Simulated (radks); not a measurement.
Coherent X-ray form factor from a spherical all-electron density. Calculated with a radial shooting solver on a logarithmic mesh with Libxc functionals: non-relativistic Kohn-Sham, TPSS, spin-polarised, spherical densities, point nucleus; meta-GGA in the generalised Kohn-Sham scheme.

sin(theta)/lambda (1/angstrom)  f0 (electrons)
0.05                                    24.800
0.1                                     24.217
0.15                                    23.300
0.2                                     22.121
0.25                                    20.761
0.3                                     19.304
0.4                                     16.370
0.5                                     13.731
0.6                                     11.571
0.8                                      8.687
1                                        7.144
1.25                                     6.062
1.5                                      5.258
2                                        3.808

The species is in the configuration that NIST lists as its ground one. Which atom or ion scatters so?

Answer. The copper ion Cu4+, [Ar] 3d7. Extrapolating in s^2 from the first two rows gives f0(0) = 25.0, near the electron count 25; among species with that count, the fall with angle is slower the higher Z, and the table is that of Z = 29; from so few rows the species is fixed only to a neighbour or two.
